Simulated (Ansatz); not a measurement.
Mulliken charges of C2H5GaSSi (`[SiH3][C]1=C[S][GaH]1`) from r2SCAN/def2-TZVPP in Ansatz (PBE0-D4/def2-TZVP geometry).

| atom | x (Å) | y (Å) | z (Å) | charge (e) |
| --- | --- | --- | --- | --- |
| Si1 | -1.402 | -0.754 | -0.571 | 0.336 |
| C2 | 0.124 | 0.071 | 0.043 | -0.417 |
| C3 | 0.701 | -0.095 | 1.251 | 0.159 |
| S4 | 2.185 | 0.832 | 1.594 | -0.273 |
| Ga5 | 1.498 | 1.353 | -0.508 | 0.332 |
| H6 | -2.445 | 0.252 | -0.915 | -0.080 |
| H7 | -1.119 | -1.534 | -1.807 | -0.081 |
| H8 | -1.946 | -1.675 | 0.466 | -0.079 |
| H9 | 0.335 | -0.753 | 2.042 | 0.080 |
| H10 | 2.069 | 2.304 | -1.596 | 0.021 |

By hand: the dipole of these point charges (1 e Å = 4.8032 D).

Σ q r = (0.000, 0.149, -0.302) e Å, of length 0.337 e Å = 1.62 D.

How does the dipole of the full density compare? (Estimate.)

Ansatz gave: (0.005, 0.130, -0.258) e Å, 1.39 D; the point charges give 1.17 times that, at 1° from its direction.

Point charges leave out the atoms' own dipoles, such as those of lone pairs, and Mulliken's split depends on the basis, so the two needn't agree.
